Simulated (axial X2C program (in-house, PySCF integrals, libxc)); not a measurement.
**LiCu⁺: cheaper levels and CCSD(T), with spin–orbit coupling**

Computed with an in-house all-electron X2C program for linear molecules (integrals from PySCF). Two-component (2c) means X2C with spin–orbit coupling and atomic mean-field two-electron Coulomb and Gaunt terms. Basis: Cu dyall-cv3z [9s9p6d3f2g], Li dyall-cv3z [7s8p2d] (cores contracted in-house); Gaussian nuclei, density fitting, unrestricted open shells. Masses: Cu 62.930 u, Li 7.016 u.

State: Ω = 1/2 (⟨Sz⟩ = 0.50, ⟨Lz⟩ = 0.00 at HF); fragments Cu + Li+.

```csv
level,Re (Å),ωe (cm⁻¹),De (eV)
PBE0,2.668,228.8,0.714
HF,2.885,210.1,n/a
MP2,2.675,238.8,0.665
CCSD,2.728,228.2,0.693
r2SCAN,2.636,239.3,0.712
```

Correlated methods: 11 electrons correlated (number of frozen shells: Cu 3 s, 2 p; Li 1 s), 223 virtual spin orbitals or spinors in MP2, 90 natural virtuals in coupled cluster.

CCSD(T), same Hamiltonian and basis:

Re = 2.703 Å, ωe = 232.5 cm⁻¹, De = 0.68 eV; T1 = 0.021 (Lee–Taylor normalisation).

Task: Give the differences from CCSD(T) in the columns below.

Result: 

```json
{"level": "PBE0", "ΔRe (Å)": "-0.035", "Δωe (cm⁻¹)": "-3.7", "ΔDe (eV)": "0.03"}
{"level": "HF", "ΔRe (Å)": "0.182", "Δωe (cm⁻¹)": "-22.4", "ΔDe (eV)": "n/a"}
{"level": "MP2", "ΔRe (Å)": "-0.028", "Δωe (cm⁻¹)": "6.3", "ΔDe (eV)": "-0.01"}
{"level": "CCSD", "ΔRe (Å)": "0.025", "Δωe (cm⁻¹)": "-4.3", "ΔDe (eV)": "0.01"}
{"level": "r2SCAN", "ΔRe (Å)": "-0.067", "Δωe (cm⁻¹)": "6.8", "ΔDe (eV)": "0.03"}
```

Occupations by symmetry block were frozen at the best pattern of an incomplete PBE0 search. Dissociation energies refer to the lowest single-determinant-based atoms at the same level and basis. De is not given where an atomic determinant may have missed its ground term or J level, or where the truncated virtual space spoils (T). Density functionals use the spin component along the axis (collinear). CCSD and (T) use frozen natural virtuals with an MP2 correction for the truncation; (T) itself is uncorrected, so its De runs slightly low.
